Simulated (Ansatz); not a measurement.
```yaml
crystal:
  periodic: [false, false, false]
  atoms:
    - {symbol: C, position_ang: [-0.042536, -1.492933, -1.706176]}
    - {symbol: Ti, position_ang: [-0.487240, -0.470848, 0.022488]}
    - {symbol: C, position_ang: [0.250242, -1.691986, 1.500187]}
    - {symbol: Xx, position_ang: [-2.295603, -0.797720, 0.294980]}
    - {symbol: C, position_ang: [-0.679048, 1.847036, -0.542608]}
    - {symbol: C, position_ang: [-0.619266, 1.811689, 0.752018]}
    - {symbol: C, position_ang: [0.743084, 1.304919, 1.184648]}
    - {symbol: C, position_ang: [1.369301, 1.085146, -0.122036]}
    - {symbol: F, position_ang: [2.636762, 0.636366, -0.377170]}
    - {symbol: C, position_ang: [0.585778, 1.414334, -1.063125]}
    - {symbol: H, position_ang: [-0.330315, -2.447879, -1.458546]}
    - {symbol: H, position_ang: [-0.498665, -1.004549, -2.589430]}
    - {symbol: H, position_ang: [1.165850, -1.515665, -1.881938]}
    - {symbol: H, position_ang: [0.074408, -1.241686, 2.550963]}
    - {symbol: H, position_ang: [1.637189, -1.800664, 1.479177]}
    - {symbol: H, position_ang: [-0.074691, -2.661758, 1.392610]}
    - {symbol: H, position_ang: [-3.103916, -0.532794, 0.357866]}
    - {symbol: H, position_ang: [-1.666071, 2.139402, -1.032212]}
    - {symbol: H, position_ang: [-1.263622, 2.116941, 1.652872]}
    - {symbol: H, position_ang: [1.254821, 1.079050, 2.150081]}
    - {symbol: H, position_ang: [0.814153, 1.380610, -2.297534]}
basis:
  gaussian: {orbitals: def2-TZVPP}
hamiltonian: {xc: {name: LC-wPBE}, pseudopotentials: {relativity: none}}
```

```sh
$ ansatz run in.yaml --threads 4 --pin off --events-out ev --progress --plain --max-ram 66560MiB --backend cpu
```

Output, abridged:

```
Error: YAML parse error: error: line 7 column 16: `Xx` is not an element symbol (H … Og, case-exact)
 --> <input>:7:16
5 |     - {symbol: Ti, position_ang: [-0.487240, -0.470848, 0.022488]}
6 |     - {symbol: C, position_ang: [0.250242, -1.691986, 1.500187]}
7 |     - {symbol: Xx, position_ang: [-2.295603, -0.797720, 0.294980]}
8 |     - {symbol: C, position_ang: [-0.679048, 1.847036, -0.542608]}
9 |     - {symbol: C, position_ang: [-0.619266, 1.811689, 0.752018]}
```

What is wrong with this run?

An element symbol is wrong. The input was rejected before any iteration.
